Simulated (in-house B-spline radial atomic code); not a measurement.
Configurations of S VII (S6+), with energies counted from [He] 2s2 2p6. Computed with a B-spline radial code for spherical atoms: non-relativistic r2SCAN0, spin-polarised, spherical fractional occupations, exact exchange averaged over the configuration, point nucleus. Shells without spins written out take the highest spin.

```json
{"configuration": "[He] 2s2 2p5 3s1", "E - E(ref) (eV)": "172.3", "highest orbital": "3s up", "its <r> (bohr)": "1.316"}
{"configuration": "[He] 2s1 2p6 3s1", "E - E(ref) (eV)": "228.51", "highest orbital": "3s up", "its <r> (bohr)": "1.318"}
{"configuration": "[He] 2s1 2p6 3p1", "E - E(ref) (eV)": "242.55", "highest orbital": "3p up", "its <r> (bohr)": "1.368"}
```

Problem. Order these further configurations by energy, lowest first.
A. [He] 2s1 2p6 3d1
B. [He] 2s2 2p5 3d1
C. [He] 2s2 2p5 3p1

Solution. C (186.22 eV), B (204.93 eV), A (260.92 eV).
